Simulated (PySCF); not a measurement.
C4H6BF, SMILES C#CB(C)CF.

The structure is a stationary point at PBE-D3(BJ)/def2-SVP. The structure was generated by enumeration, and PubChem lists no compound with its InChIKey, so it may never have been made. The values are those of a single conformer.

All values below come from PBE-D3(BJ)/def2-SVP (PySCF 2.14.0).

No scaling factor is applied to the harmonic values.

Computed harmonic wavenumbers and intensities:
```json
[
 {"mode": "1", "ν (cm⁻¹)": "51", "IR (km/mol)": "0.0", "moving atoms (share of kinetic energy)": "H 78 %, F 11 %, C 10 %"},
 {"mode": "2", "ν (cm⁻¹)": "110", "IR (km/mol)": "2.0", "moving atoms (share of kinetic energy)": "C 48 %, F 35 %, H 12 %"},
 {"mode": "3", "ν (cm⁻¹)": "130", "IR (km/mol)": "7.6", "moving atoms (share of kinetic energy)": "H 65 %, C 24 %, F 9 %"},
 {"mode": "4", "ν (cm⁻¹)": "198", "IR (km/mol)": "2.9", "moving atoms (share of kinetic energy)": "C 56 %, H 27 %, B 15 %"},
 {"mode": "5", "ν (cm⁻¹)": "214", "IR (km/mol)": "1.3", "moving atoms (share of kinetic energy)": "C 56 %, H 26 %, F 11 %"},
 {"mode": "6", "ν (cm⁻¹)": "364", "IR (km/mol)": "0.5", "moving atoms (share of kinetic energy)": "C 56 %, F 29 %, H 13 %"},
 {"mode": "7", "ν (cm⁻¹)": "396", "IR (km/mol)": "2.8", "moving atoms (share of kinetic energy)": "H 40 %, C 33 %, B 25 %"},
 {"mode": "8", "ν (cm⁻¹)": "524", "IR (km/mol)": "8.5", "moving atoms (share of kinetic energy)": "C 66 %, H 15 %, F 12 %"},
 {"mode": "9", "ν (cm⁻¹)": "613", "IR (km/mol)": "0.4", "moving atoms (share of kinetic energy)": "H 70 %, C 26 %"},
 {"mode": "10", "ν (cm⁻¹)": "627", "IR (km/mol)": "42.0", "moving atoms (share of kinetic energy)": "H 76 %, C 24 %"},
 {"mode": "11", "ν (cm⁻¹)": "632", "IR (km/mol)": "4.0", "moving atoms (share of kinetic energy)": "C 80 %, H 17 %"},
 {"mode": "12", "ν (cm⁻¹)": "750", "IR (km/mol)": "21.7", "moving atoms (share of kinetic energy)": "H 74 %, C 26 %"},
 {"mode": "13", "ν (cm⁻¹)": "807", "IR (km/mol)": "0.8", "moving atoms (share of kinetic energy)": "H 65 %, C 30 %"},
 {"mode": "14", "ν (cm⁻¹)": "872", "IR (km/mol)": "20.0", "moving atoms (share of kinetic energy)": "B 38 %, H 37 %, C 25 %"},
 {"mode": "15", "ν (cm⁻¹)": "1035", "IR (km/mol)": "140.4", "moving atoms (share of kinetic energy)": "C 34 %, B 33 %, F 22 %, H 11 %"},
 {"mode": "16", "ν (cm⁻¹)": "1101", "IR (km/mol)": "2.9", "moving atoms (share of kinetic energy)": "H 33 %, B 30 %, C 22 %, F 15 %"},
 {"mode": "17", "ν (cm⁻¹)": "1177", "IR (km/mol)": "110.7", "moving atoms (share of kinetic energy)": "B 55 %, H 28 %, C 14 %"},
 {"mode": "18", "ν (cm⁻¹)": "1205", "IR (km/mol)": "0.7", "moving atoms (share of kinetic energy)": "H 92 %"},
 {"mode": "19", "ν (cm⁻¹)": "1261", "IR (km/mol)": "86.0", "moving atoms (share of kinetic energy)": "H 61 %, C 28 %, B 10 %"},
 {"mode": "20", "ν (cm⁻¹)": "1294", "IR (km/mol)": "15.9", "moving atoms (share of kinetic energy)": "H 59 %, C 31 %, B 10 %"},
 {"mode": "21", "ν (cm⁻¹)": "1367", "IR (km/mol)": "9.3", "moving atoms (share of kinetic energy)": "H 88 %, C 10 %"},
 {"mode": "22", "ν (cm⁻¹)": "1377", "IR (km/mol)": "3.7", "moving atoms (share of kinetic energy)": "H 95 %"},
 {"mode": "23", "ν (cm⁻¹)": "1385", "IR (km/mol)": "0.1", "moving atoms (share of kinetic energy)": "H 89 %"},
 {"mode": "24", "ν (cm⁻¹)": "2095", "IR (km/mol)": "66.2", "moving atoms (share of kinetic energy)": "C 90 %, H 9 %"},
 {"mode": "25", "ν (cm⁻¹)": "2896", "IR (km/mol)": "24.5", "moving atoms (share of kinetic energy)": "H 95 %"},
 {"mode": "26", "ν (cm⁻¹)": "2931", "IR (km/mol)": "18.1", "moving atoms (share of kinetic energy)": "H 91 %, C 9 %"},
 {"mode": "27", "ν (cm⁻¹)": "2963", "IR (km/mol)": "0.4", "moving atoms (share of kinetic energy)": "H 97 %"},
 {"mode": "28", "ν (cm⁻¹)": "3039", "IR (km/mol)": "1.2", "moving atoms (share of kinetic energy)": "H 91 %, C 9 %"},
 {"mode": "29", "ν (cm⁻¹)": "3069", "IR (km/mol)": "19.0", "moving atoms (share of kinetic energy)": "H 91 %, C 9 %"},
 {"mode": "30", "ν (cm⁻¹)": "3393", "IR (km/mol)": "46.4", "moving atoms (share of kinetic energy)": "H 86 %, C 14 %"}
]
```
